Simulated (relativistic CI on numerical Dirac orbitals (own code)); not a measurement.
# What each ingredient does to the levels of Gd IV

Base calculation: Dirac-Coulomb-Breit CI, separate exchange-only KLI orbitals for each configuration, QED by a radiative potential, valence Slater integrals scaled by 0.85, P86 correlation energy added to each configuration.

Configurations in the expansion (outside the closed core [Kr] 4d10 5s2): 4f7.5p6, 4f6.5p6.5d, 4f6.5p6.6s, 4f6.5p6.6p, 4f9.5p4, 4f6.5p6.7s, 4f6.5p6.8s. Levels of other configurations are missing.

Variants: (1) Slater integrals left unscaled; (2) self-excluded LDA correlation estimate; (3) QED terms removed; (4) configuration mixing switched off. Shifts of the energy above 4f7.5p6 8S°_7/2, in cm⁻¹, for the lowest level and the first level of each name with at least 55 % of one term (blank where a level changes its place among those of its configuration and J or its character, or is not in the variant):

```csv
Level,Base,Δ(1),Δ(2),Δ(3),Δ(4)
4f7.5p6 8S°_7/2,0.0,0.0,0.0,0.0,0.0
4f7.5p6 6P°_7/2,31465.1,+5915.8,-0.7,+12.4,+244.8
4f7.5p6 6P°_5/2,32062.1,+5838.4,-0.7,+7.0,+242.7
4f7.5p6 6P°_3/2,32616.3,+5772.6,-0.7,+2.2,+252.3
4f7.5p6 6I°_7/2,34617.0,+6331.6,0.0,+6.9,+20.7
4f7.5p6 6I°_9/2,34975.5,+6276.2,0.0,+2.9,+14.4
4f7.5p6 6I°_17/2,35000.3,+6280.2,0.0,+0.8,+8.5
4f7.5p6 6I°_11/2,35259.2,+6237.3,0.0,-0.2,+9.6
4f7.5p6 6I°_15/2,35367.7,+6225.6,+0.1,-2.2,+5.5
4f7.5p6 6I°_13/2,35412.1,+6218.9,+0.1,-2.0,+6.4
4f7.5p6 6D°_9/2,39348.0,+7050.6,-0.1,+3.4,+71.9
4f7.5p6 6D°_1/2,40279.5,+6907.7,0.0,-5.2,+59.1
4f7.5p6 6D°_7/2,40335.1,+6939.9,-0.1,-4.4,+99.2
4f7.5p6 6D°_3/2,40508.6,+6883.1,-0.1,-7.1,+78.8
4f7.5p6 6D°_5/2,40629.1,+6882.8,-0.1,-7.6,+96.5
4f7.5p6 6G°_13/2,52705.9,+9488.2,-0.2,+5.0,+142.2
4f7.5p6 4N°_17/2,52768.3,+9815.0,0.0,+13.5,+13.1
4f7.5p6 4N°_23/2,53741.6,+9612.6,+0.1,-0.8,-31.6
4f7.5p6 4N°_19/2,53792.9,+9624.3,+0.1,+1.2,-21.1
4f7.5p6 4N°_21/2,54191.4,+9550.3,+0.1,-4.1,-33.3
4f7.5p6 6F°_5/2,55301.8,+9585.0,-0.6,-3.0,+230.8
4f7.5p6 6F°_3/2,55782.9,+9462.7,-0.7,-9.0,+263.1
```

For a near-neutral ion this model can misplace configurations by up to about 10,000 cm⁻¹ (more where the count of f electrons changes) and terms by 10 to 25 % of their spread. Rates follow the energies as ν³ (E1, M1) or ν⁵ (E2), so they and the lifetimes can be off by large factors. The fine structure of a lone outer electron comes out too small, for d and f at times inverted, and misplaced configurations move strength between like terms.

Ionisation energy from the two ground configurations alone: base 43.14 eV; Slater integrals left unscaled 43.6 eV; self-excluded LDA correlation estimate 43.47 eV; QED terms removed 43.12 eV. The NIST ASD value (semi-empirical) is 44.44 eV. The gap of more than 2 % comes from missing correlation, or from a tabulated value that is itself an estimate.

LS names give the leading component of a level, which can be under half, so a name can repeat, a term be missing and a line seem to break the LS rules.
